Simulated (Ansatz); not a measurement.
Isomers of C2H7GaO, relaxed with PBE0-D4/def2-TZVP in Ansatz; electronic energies, one conformer each and not always the lowest. Functionals use def2-TZVPP; CBS adds triple-zeta CCSD(T) − MP2 to the MP2 limit of def2-TZVPP and def2-QZVPP.

Outer-core shells of Ga are correlated without core-valence functions. Scalar relativity is left out up to krypton. Spin–orbit coupling is left out.

(1) Order them by energy at frozen-core CCSD(T)/CBS, lowest first. (Estimate.)
A. `C[O][GaH][CH3]`
B. `CC[O][GaH2]`
C. `C[CH](O)[GaH2]`
D. `[CH3][Ga]([CH3])[OH]`
E. `CO[CH2][GaH2]`

(2) How do B3LYP, HF/CBS(def2), ωB97M-V, PBE0-D4 place them (kcal/mol, against `[CH3][Ga]([CH3])[OH]`)? (An estimate is asked.)

Answers

(1) D (0.0 kcal/mol), A (24.3 kcal/mol), B (31.8 kcal/mol), C (53.6 kcal/mol), E (66.1 kcal/mol).

(2) The calculation gave: 
```
          isomer  B3LYP  HF/CBS(def2)  ωB97M-V  PBE0-D4
`C[CH](O)[GaH2]`   52.1          53.0     50.9     50.4
`C[O][GaH][CH3]`   21.4          19.1     22.4     22.3
 `CO[CH2][GaH2]`   61.5          58.3     62.3     61.9
   `CC[O][GaH2]`   28.5          24.5     29.0     28.8
```

B3LYP here is the variant with VWN-RPA as its local correlation; programs differ in this.
